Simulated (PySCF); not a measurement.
B2H4NSi, B2H6NSi (calculated)

Calculation on a computer-drawn molecule: the log of a Hartree-Fock and frozen-core CCSD(T) single point meant for a local Hartree-Fock minimum, with one planted fault or none, to be diagnosed. Offsets are logged minus clean, where the clean run is the same molecule without the fault. The reference is restricted for singlets and unrestricted otherwise, and also for a bond in bohr or an excited solution. Adding or removing an electron swaps singlet and doublet. The excited solution moves the top pair (singlet) or top alpha electron (doublet) to the lowest empty orbital. Highest occupied and lowest empty are orbital energies over both spins, largest force is the largest gradient component, triples share is (T) over the correlation energy, the T1 limit is 0.02 restricted and 0.045 unrestricted, electrons count all cores, a negative frequency is imaginary (commonest isotopes), and the dipole is about the centre of nuclear charge. Program: PySCF 2.14.0.

Common to all runs: meant charge 1; meant multiplicity 1; meant basis cc-pV(D+d)Z; logged SCF converged yes; logged CC converged yes; logged SCF stable within its kind yes; possible faults no fault, one electron removed, one electron added, multiplicity raised by two, geometry at a saddle point, SCF held on an excited solution, minimal basis STO-3G, one bond length entered in bohr, all coordinates scaled.

```yaml
- entry: 1
  formula: B2H4NSi
  logged_structure:
    atoms_angstrom:
      - [B, 0.4206, 1.6823, 2.9957]
      - [Si, 0.2008, 2.0608, 1.0113]
      - [B, -1.3942, 1.5378, -0.0267]
      - ["N", -2.39, 1.2027, -0.6379]
      - [H, 0.9309, 0.6565, 3.317]
      - [H, 0.0319, 2.4997, 3.7681]
      - [H, 1.2577, 2.7579, 0.2671]
      - [H, -3.1981, 0.9338, -1.1473]
  given:
    logged_electrons: 34
    logged_basis_functions: 85
    logged_spin_squared: 2.0227
    "logged_highest_occupied [eV]": -13.001
    "logged_lowest_empty [eV]": -6.9522
    "logged_largest_force [hartree/bohr]": 0.15769
    logged_T1_diagnostic: 0.0148
    logged_D1_diagnostic: 0.044972
    logged_triples_share: 0.028102
    "logged_dipole_magnitude [debye]": 4.4286
    "logged_energy_HF [hartree]": -394.69582
    "logged_energy_CCSD(T) [hartree]": -395.10075
    drawn_bonds_atom: [1, 2, 3, 1, 1, 2, 4]
    drawn_bonds_other_atom: [2, 3, 4, 5, 6, 7, 8]
    drawn_bonds_order: [1, 1, 2, 1, 1, 1, 1]
  results:
    planted_fault: "multiplicity raised by two"
    "HF_energy_offset_from_clean_run [kcal/mol]": 46.82
    "CCSD(T)_energy_offset_from_clean_run [kcal/mol]": 77.92
- entry: 2
  formula: B2H4NSi
  logged_structure:
    atoms_angstrom:
      - [B, 0.4206, 1.6823, 2.9957]
      - [Si, 0.2008, 2.0608, 1.0113]
      - [B, -1.3942, 1.5378, -0.0267]
      - ["N", -2.39, 1.2027, -0.6379]
      - [H, 0.9309, 0.6565, 3.317]
      - [H, 0.0319, 2.4997, 3.7681]
      - [H, 1.2577, 2.7579, 0.2671]
      - [H, -3.1981, 0.9338, -1.1473]
  given:
    logged_electrons: 35
    logged_basis_functions: 85
    logged_spin_squared: 0.7737
    "logged_highest_occupied [eV]": -7.6124
    "logged_lowest_empty [eV]": 0.91306
    "logged_largest_force [hartree/bohr]": 0.031786
    logged_T1_diagnostic: 0.017315
    logged_D1_diagnostic: 0.049568
    logged_triples_share: 0.034144
    "logged_dipole_magnitude [debye]": 0.94218
    "logged_energy_HF [hartree]": -395.02044
    "logged_energy_CCSD(T) [hartree]": -395.48397
    drawn_bonds_atom: [1, 2, 3, 1, 1, 2, 4]
    drawn_bonds_other_atom: [2, 3, 4, 5, 6, 7, 8]
    drawn_bonds_order: [1, 1, 2, 1, 1, 1, 1]
  results:
    planted_fault: "one electron added"
    "HF_energy_offset_from_clean_run [kcal/mol]": -156.9
    "CCSD(T)_energy_offset_from_clean_run [kcal/mol]": -162.6
- entry: 3
  formula: B2H6NSi
  logged_structure:
    atoms_angstrom:
      - [B, -1.6823, -1.3466, 1.2649]
      - [Si, -1.6749, 0.5402, 0.5254]
      - [B, -0.0993, 1.56, -0.3071]
      - ["N", 0.2376, 1.5229, -1.6304]
      - [H, -1.3066, -1.5275, 2.381]
      - [H, -2.0602, -2.2353, 0.5669]
      - [H, -2.9298, 1.2833, 0.75]
      - [H, 0.5053, 2.2012, 0.5008]
      - [H, -0.2315, 1.0085, -2.3481]
      - [H, 1.0151, 2.0532, -1.9783]
  given:
    logged_electrons: 36
    logged_basis_functions: 95
    logged_spin_squared: 2.0357
    "logged_highest_occupied [eV]": -13.043
    "logged_lowest_empty [eV]": -7.583
    "logged_largest_force [hartree/bohr]": 0.057587
    logged_T1_diagnostic: 0.029177
    logged_D1_diagnostic: 0.15102
    logged_triples_share: 0.031298
    "logged_dipole_magnitude [debye]": 1.6168
    "logged_energy_HF [hartree]": -395.87498
    "logged_energy_CCSD(T) [hartree]": -396.34982
    drawn_bonds_atom: [1, 2, 3, 1, 1, 2, 3, 4, 4]
    drawn_bonds_other_atom: [2, 3, 4, 5, 6, 7, 8, 9, 10]
    drawn_bonds_order: [1, 1, 1, 1, 1, 1, 1, 1, 1]
  results:
    planted_fault: "multiplicity raised by two"
    "HF_energy_offset_from_clean_run [kcal/mol]": 69.31
    "CCSD(T)_energy_offset_from_clean_run [kcal/mol]": 70.64
- entry: 4
  formula: B2H6NSi
  logged_structure:
    atoms_angstrom:
      - [B, -2.5949, -0.126, 0.0]
      - [Si, -0.6267, 0.5653, 0.0]
      - [B, 1.0801, -0.5992, 0.0]
      - ["N", 2.2968, 0.0248, 0.0]
      - [H, -3.4749, 0.6726, 0.0]
      - [H, -2.774, -1.3012, 0.0]
      - [H, -0.4613, 2.0326, 0.0]
      - [H, 0.9529, -1.7829, 0.0]
      - [H, 3.1526, -0.5001, 0.0]
      - [H, 2.4494, 1.014, 0.0]
  given:
    logged_electrons: 36
    logged_basis_functions: 95
    logged_spin_squared: 0.0
    "logged_highest_occupied [eV]": -16.163
    "logged_lowest_empty [eV]": -6.1345
    "logged_largest_force [hartree/bohr]": 3.4335e-05
    "logged_lowest_frequency [cm^-1]": -267.49
    logged_T1_diagnostic: 0.017232
    logged_D1_diagnostic: 0.067805
    logged_triples_share: 0.027837
    "logged_dipole_magnitude [debye]": 1.3961
    "logged_energy_HF [hartree]": -395.97628
    "logged_energy_CCSD(T) [hartree]": -396.45223
    drawn_bonds_atom: [1, 2, 3, 1, 1, 2, 3, 4, 4]
    drawn_bonds_other_atom: [2, 3, 4, 5, 6, 7, 8, 9, 10]
    drawn_bonds_order: [1, 1, 1, 1, 1, 1, 1, 1, 1]
  results:
    planted_fault: "geometry at a saddle point"
    "HF_energy_offset_from_clean_run [kcal/mol]": 5.742
    "CCSD(T)_energy_offset_from_clean_run [kcal/mol]": 6.383
```
